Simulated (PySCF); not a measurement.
A geometry optimisation on `C=[N][GaH-]1[Cl+][GaH2-][Cl+]1`.

Method: PBE0-D3(BJ)/def2-SVP geometry optimisation, gas phase (PySCF 2.14.0). Start geometry: GFN2-xTB. A driver script takes a list of jobs; this job's settings line and coordinates (Å) are shown.

Input:
```
{"job": {"xc": "PBE0", "basis": "def2-SVP", "d3": "d3bj", "grid": 1, "kind": "geom"}, "charge": 0, "multiplicity": 1}
C      2.800957    -0.417380     0.067337
N      1.558350    -0.271527    -0.032702
Ga     0.236640     1.021956     0.018308
Cl    -1.303253     0.074383     1.430395
Ga    -2.597378    -0.542277    -0.324287
Cl    -1.096814     0.398684    -1.738285
H      3.227656    -1.420129    -0.015013
H      3.524489     0.387445     0.233020
H      0.146151     2.561061     0.179322
H     -2.586497    -2.081240    -0.484746
H     -3.904877     0.291695    -0.319390
```

Task: What does the run print?

Result: 
```
step   0  E = -4864.30503386  max force = 0.024829
step   1  E = -4864.31378354  max force = 0.005375
step   2  E = -4864.31450537  max force = 0.007242
step   3  E = -4864.31493595  max force = 0.003979
step   4  E = -4864.31519480  max force = 0.002731
step   5  E = -4864.31530136  max force = 0.001175
step   6  E = -4864.31531016  max force = 0.001192
step   7  E = -4864.31536191  max force = 0.000986
step   8  E = -4864.31536647  max force = 0.000546
step   9  E = -4864.31535429  max force = 0.000515
step  10  E = -4864.31534432  max force = 0.000571
step  11  E = -4864.31534158  max force = 0.000408
step  12  E = -4864.31533901  max force = 0.000390
optimisation converged
```

Energies in Eh; «max force» is the largest Cartesian gradient component in Eh/bohr.

Task: At which steps does the energy rise by more than 1e-5 Eh?

Result: At step 9 (+0.01 mEh).

Task: Give the first gradient maximum in eV/Å.

Result: With 1 Eh/bohr = 51.422 eV/Å, 1.277 eV/Å.

Summary of the converged run: final energy -4864.31534 Eh after 12 steps; dipole 1.08 D.

Task: How long does this job take on an x86-64 server with one thread, shared host?

Result: About 2.0 min.
Labels such as C1 count atoms from 1, the log's own numbers from 0.
